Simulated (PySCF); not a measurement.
# One molecule, several mistakes: BCGeH6Si cation

All numbers below are calculated, not measured. The program is PySCF 2.14.0, an open-source quantum chemistry code, run on an isolated molecule that a program drew, which may never have been made. The molecule is BCGeH6Si cation (charge +1, singlet), drawn as the SMILES string `C=[SiH][BH][GeH2+]`.

Each row is a Hartree-Fock (HF) and frozen-core CCSD(T) single point in the cc-pV(D+d)Z basis, meant for a local HF minimum. Run 1 is clean. Each other run has one planted mistake out of seven kinds, and not every kind appears here: one electron removed, one electron added, multiplicity raised by two, geometry at a saddle point, minimal basis STO-3G, one bond length entered in bohr, all coordinates scaled. The reference is restricted for singlets and unrestricted otherwise, and also for a bond in bohr. Adding or removing an electron swaps singlet and doublet. Electrons count all cores. HOMO and LUMO are orbital energies over both spins, the gradient is its largest component, and the lowest frequency (negative if imaginary) is given only where the gradient is small. Bond lengths are over the 9 bonds as drawn. T1 is the CCSD diagnostic: over 0.02 (restricted) or 0.045 (unrestricted) a single reference is doubtful. Germanium has the cc-pVDZ-PP basis, with a core potential (ECP10MDF) in place of its 10 inner electrons, and its 3s, 3p and 3d shells are frozen in CCSD(T).

Geometry of the clean run:
```xyz
10
BCGeH6Si cation, angstrom
C    -0.3605   -0.1308    1.9234
Si    0.5234   -0.2375    0.4539
B     0.0980   -1.8596   -0.5816
Ge    0.8879   -2.4390   -2.3987
H    -1.0664   -0.9055    2.2017
H    -0.2704    0.6843    2.6336
H     1.4956    0.7617    0.0000
H    -0.7024   -2.6457   -0.1699
H     0.2856   -2.0574   -3.7407
H     2.1277   -3.3061   -2.5416
```

| run | electrons | basis functions | <S^2> | HOMO (eV) | LUMO (eV) | gradient (hartree/bohr) | lowest frequency (cm^-1) | mean bond (Å) | longest bond (Å) | T1 | HF (hartree) | CCSD(T) (hartree) | mistake |
|---|---|---|---|---|---|---|---|---|---|---|---|---|---|
| 1 | 62 | 104 | 0.000 | -12.41 | -5.39 | 2.3e-05 | 67 | 1.5137 | 2.064 | 0.0220 | -647.99791 | -648.46615 | no fault |
| 2 | 63 | 104 | 1.308 | -6.94 | 0.52 | 3.0e-02 | - | 1.5137 | 2.064 | 0.0550 | -648.23647 | -648.70310 | one electron added |
| 3 | 62 | 104 | 1.488 | -12.66 | -5.13 | 4.7e-02 | - | 1.6209 | 2.064 | 0.0671 | -647.88768 | -648.32267 | ? |
| 4 | 61 | 104 | 0.755 | -20.72 | -10.78 | 3.8e-02 | - | 1.5137 | 2.064 | 0.0154 | -647.58737 | -647.99146 | ? |

**Which mistake was planted in run 3, and what did it cost?**

The mean bond changes by a factor of 1.071 and the longest by 1.000, so the molecule wasn't scaled as a whole. A length L in bohr read as angstrom grows by (1/0.5292 - 1) L = 0.890 L. The 9 bonds together grew by 9 x 0.1072 = 0.965 Å, which gives L = 1.084 Å. That is the length of one of the C-H bonds, 1.084 Å in the clean geometry. So the mistake is: one bond length entered in bohr. Subtracting run 1 and multiplying by 627.51 kcal/mol a hartree, the energy moved by 69.2 kcal/mol in HF and 90.0 kcal/mol in CCSD(T).

**Which mistake was planted in run 4, and what did it cost?**

It counts 61 electrons, one fewer than the clean run, at the same geometry and basis. So the mistake is: one electron removed. Subtracting run 1 and multiplying by 627.51 kcal/mol a hartree, the energy moved by 257.6 kcal/mol in HF and 297.9 kcal/mol in CCSD(T).

Cautions from the logs. Run 1: T1 is over the limit, so its CCSD(T) energy is less reliable; run 2: T1 is over the limit, so its CCSD(T) energy is less reliable; run 3: T1 is over the limit, so its CCSD(T) energy is less reliable.
